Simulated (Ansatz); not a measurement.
System: chlorosilane, sum formula SiH3Cl (charge 0, singlet). 
Structure (B3LYP-D3(BJ)/def2-TZVP (Ansatz, a program for electronic structure) minimum search):
SMILES: [SiH3]Cl
```xyz
5

Si    -0.9899    -0.0500    -0.0380
Cl     1.0723     0.0541     0.0412
H     -1.3688    -1.0690    -1.0360
H     -1.5103     1.2742    -0.4302
H     -1.4910    -0.4257     1.2983
```

Basis-set convergence of Hartree-Fock and CCSD correlation energies (hartree) with Ansatz. Correlated levels leave the core frozen unless marked. Spin-orbit coupling is left out. No relativistic terms.

```tsv
basis	functions	E(HF)	E(corr, CCSD)
def2-SVP	51	-749.98318	-0.27198
def2-TZVPP	126	-750.24834	-0.35851
def2-QZVPP	230	-750.27056	-0.38505
```

Extrapolating the two largest sets (X = 3 and 4) as X^-3: E(corr) = (64·(-0.38505) - 27·(-0.35851))/37 = -0.4044 Eh, an estimate of the basis-set limit. The largest set recovers 95.2 % of it, the smallest 67.3 %.
